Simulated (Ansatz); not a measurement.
Conformers and stereoisomers of CH$_{6}$Cl$_{2}$O$_{2}$Si$_{2}$, SMILES `CO[SiH](Cl)[SiH](O)Cl`, each relaxed with PBE0-D4/def2-TZVP in Ansatz. CBS adds the triple-zeta coupled-cluster correction to the MP2 limit.

Not all of them had a frequency check.

Conformer A:

```xyz
13

C     1.541    0.092   -1.741
O     0.800   -0.019   -0.539
Si   -0.823    0.169   -0.426
Cl   -1.362    2.107   -0.893
Si   -1.182   -0.284    1.843
O     0.162    0.163    2.662
Cl   -1.519   -2.316    1.976
H     1.111   -0.534   -2.529
H     1.566    1.130   -2.084
H     2.560   -0.242   -1.543
H    -1.522   -0.688   -1.416
H    -2.327    0.392    2.486
H     0.996    0.028    2.205
```

Conformer B:

Z-matrix (Å, degrees):
```
C
O 1 1.414
H 1 1.090 2 108.0
H 1 1.095 2 111.3 3 -119.5
H 1 1.094 2 110.7 3 119.3
Si 2 1.629 1 124.7 3 167.5
Si 6 2.341 2 109.0 1 178.1
Cl 6 2.079 2 110.6 1 64.5
H 6 1.485 2 110.8 1 -51.8
O 7 1.635 6 109.6 2 -82.1
Cl 7 2.063 6 104.8 2 158.0
H 7 1.477 6 116.8 2 39.1
H 10 0.961 7 116.9 6 -40.1
```

Problem. Which is lowest in electronic energy at CCSD(T)/CBS (frozen core, def2 sets), and by how much? (Best estimate.)

Solution. Ansatz gave: B; A lies 0.8 kJ/mol higher. Gaps under about 2 kJ/mol don't settle the order.

Problem. Give the energies relative to B (kJ/mol) with PBE-D4/def2-TZVPP, SCS-MP2/def2-TZVPP, CCSD/def2-TZVPP, MP2/def2-QZVPP, SCS-MP2/def2-QZVPP, MP2/CBS(def2), CCSD/CBS(def2). (Best estimate.)

Solution. Computed: 
```tsv
level	A
PBE-D4/def2-TZVPP	0.6
SCS-MP2/def2-TZVPP	0.0
CCSD/def2-TZVPP	0.0
MP2/def2-QZVPP	0.7
SCS-MP2/def2-QZVPP	0.4
MP2/CBS(def2)	1.0
CCSD/CBS(def2)	0.7
```
